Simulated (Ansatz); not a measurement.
Reaction (ligand exchange at the Si–F bond): `CC(=O)O[Si](F)(OC(C)=O)OC(C)=O` + HCl → `CC(=O)O[Si](Cl)(OC(C)=O)OC(C)=O` + H–F

Gas-phase electronic energies from Ansatz, PBE0-D4/def2-TZVP geometries. CBS: MP2 limit from def2 TZ/QZ plus the TZ coupled-cluster correction, frozen cores. This one scheme is used for every species. Functionals use def2-TZVPP. Each species was taken in one conformer, which may not be the lowest.

Q: Is it downhill or uphill in electronic energy at CCSD(T)/CBS, and by how much? (Estimate.)

A: Ansatz gave: Uphill: ΔE = +12.1 kcal/mol.

Q: What do these levels give: PBE-D4, CAM-B3LYP-D4, PBE0, BHLYP, CAM-B3LYP, CCSD(T)/def2-SVP, HF/def2-TZVPP, MP2/def2-TZVPP, CCSD/def2-TZVPP, MP2/def2-QZVPP, SCS-MP2/def2-QZVPP, MP2/CBS(def2)? (Estimate.)

A: Ansatz gave: PBE-D4 10.7, CAM-B3LYP-D4 14.4, PBE0 12.4, BHLYP 16.0, CAM-B3LYP 15.9, CCSD(T)/def2-SVP 12.6, HF/def2-TZVPP 17.7, MP2/def2-TZVPP 11.3, CCSD/def2-TZVPP 14.2, MP2/def2-QZVPP 10.9, SCS-MP2/def2-QZVPP 12.7, MP2/CBS(def2) 10.2 kcal/mol.

Largest T1 diagnostic among the species: 0.015.

The D4 term adds −2.3 kcal/mol with B3LYP and −1.3 kcal/mol with PBE0; it sums over pairs of atoms, weighted by their polarisabilities, and B3LYP, whose exchange is more repulsive, gets the larger term. In def2-TZVPP, CCSD(T) changes the Hartree–Fock value by −4.4 kcal/mol (the triples alone add −1.0 kcal/mol) and MP2 by −6.3 kcal/mol. Leaving LDA and LC-ωPBE aside and taking each functional with its dispersion term where it has one, the values, not all of them listed here, spread over 4.8 kcal/mol, from revPBE-D4 to CAM-B3LYP-D4.

B3LYP here is the variant with VWN-RPA as its local correlation; programs differ in this.
